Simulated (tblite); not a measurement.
Cl2Si, triplet, geometry from GFN2-xTB (the spin is typed, not shown lowest); GFN1-xTB run with tblite.

Here is a job for tblite.
```
$ tblite run mol.xyz --method gfn1 --charge 0 --spin 2 --json tblite.json --no-restart

# file mol.xyz
3

Si     0.00116356     0.00485476     0.75153490
Cl     1.13018859     1.35003223    -0.31993995
Cl    -1.13114682    -1.35403027    -0.29897114
```

### Question
Write the output that tblite gives for this input, abridged.

### Answer

```
xTB calculator
 | screened Coulomb repulsion
 | Coulomb electrostatics
 |  * isotropic Klopman-Ohno-Mataga-Nishimoto electrostatics
 |  * onsite third-order electrostatics
 | DFT-D3(BJ) dispersion correction

halogen bonding energy    0.0000000000000E+00 Eh
repulsion energy          2.1305363498363E-02 Eh
dispersion energy        -1.1481872070618E-03 Eh
number of electrons       1.8000000000000E+01 e
integral cutoff           2.8146159136829E+01 bohr

------------------------------------------------------------
  cycle        total energy    energy error   density error
------------------------------------------------------------
      1     -10.30671720078  -1.0326874E+01   3.1802115E-01
      2     -10.30697230563  -2.5510485E-04   1.9092864E-01
      3     -10.30696637303   5.9326000E-06   6.7690620E-03
      4     -10.30698902965  -2.2656628E-05   2.2499420E-03
      5     -10.30698913959  -1.0993103E-07   1.2714461E-04
      6     -10.30698915995  -2.0362661E-08   3.2400416E-05
      7     -10.30698915997  -2.4980906E-11   1.3303066E-06
------------------------------------------------------------

electronic energy        -1.0327146336264E+01 Eh
total energy             -1.0306989159973E+01 Eh

Post processing:
 | Mayer-Wiberg bond orders

[Info] JSON dump of results written to 'tblite.json'
```
